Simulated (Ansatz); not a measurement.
`PP` + `OB(F)F` → `FB(F)OP` + PH₃ at 700 K and 1 bar (cleavage of the P–P bond).

Program: Ansatz. Geometries: PBE0-D4/def2-TZVP. ΔE: electronic, gas phase. CCSD(T)/CBS is the MP2 limit (def2-TZVPP, def2-QZVPP) plus CCSD(T) − MP2 in def2-TZVPP, frozen cores. This one scheme is used for every species. One conformer a species, not always the lowest.

| species | CCSD(T)/CBS energy (Eh) | H − E (kJ/mol) | S (J/(mol·K)) |
| --- | --- | --- | --- |
| `PP` | -684.26248 | 137.7 | 339.9 |
| `OB(F)F` | -300.33752 | 106.9 | 333.0 |
| `FB(F)OP` | -641.86587 | 146.2 | 427.3 |
| PH₃ | -342.72256 | 91.5 | 248.3 |

H − E and S are ideal-gas, rigid-rotor, harmonic terms from PBE0-D4/def2-TZVP, for one conformer and one mirror image of each species. 1 Eh = 2625.50 kJ/mol, R = 8.31446 J/(mol·K).

Question: By hand: ΔE, ΔH, ΔS and ΔG.

Answer: ΔE = (-641.86587) + (-342.72256) − (-684.26248) − (-300.33752) = 0.01157 Eh = 30.4 kJ/mol. Δ(H − E) = 146.2 + 91.5 − 137.7 − 106.9 = -6.9, so ΔH = 23.5 kJ/mol. ΔS = 427.3 + 248.3 − 339.9 − 333.0 = 2.7 J/(mol·K). ΔG = 23.5 − 700 × (2.7)/1000 = 21.6 kJ/mol.

Question: By hand: the equilibrium constant, and the temperature at which ΔG would vanish if ΔH and ΔS stayed fixed.

Answer: log₁₀ K = −ΔG/(RT ln 10) = -1.6. ΔG = 0 at ΔH/ΔS = 8704 K, far beyond where these terms or the molecules hold.

The number of gas molecules stays the same, so ΔS is small and ΔH decides. A doubt of 5 kJ/mol in ΔE shifts log₁₀ K by 0.4 here. Other conformers and mirror images would add mixing entropy, several J/(mol·K) or more a flexible species. Modes under 60 cm⁻¹, often nearly free rotors, make the harmonic entropy too high. These are equilibria of isolated gas molecules and say nothing of rates. Largest T1 diagnostic: 0.014 (customary marks: 0.02 for closed shells, 0.045 for open ones).
